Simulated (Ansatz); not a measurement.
Isomers of Li2Al3 (doublet), relaxed with B3LYP-D4/def2-TZVP; total energies from Ansatz at B3LYP-D4/def2-TZVP.

```tsv
isomer	description	energy (Eh)
A	point group not assigned; 4 × Al–Li 2.65 to 2.95 Å; 3 × Al–Al 2.51 to 2.75 Å	-742.38638
B	point group not assigned; 4 × Al–Li 2.69 to 2.78 Å; 2 × Al–Al 2.47 to 2.64 Å	-742.38823
C	point group not assigned; 4 × Al–Li 2.70 to 2.80 Å; 2 × Al–Al 2.47 to 2.63 Å	-742.38834
```

B3LYP takes the VWN-RPA correlation.

The isomers come from a short search, and lower ones may exist.

Question: Work out the relative energies (1 Eh = 2625.5 kJ/mol) and the Boltzmann populations at 500 K from electronic energies alone (R = 8.314 J/mol/K).

Answer: ΔE: A 5.1, B 0.3, C 0.0 kJ/mol. RT = 4.16 kJ/mol. Factors exp(−ΔE/RT): A 0.293, B 0.93, C 1; sum 2.223. Populations: A 13.2 %, B 41.8 %, C 45.0 %. Zero-point energy, vibrational entropy and symmetry numbers are left out and can shift these; an error of 4 kJ/mol changes a ratio by a factor of 2.6. Over the other density-functional and correlated levels in def2 sets, the gap between C and B ranges from 2 to 11 kJ/mol.
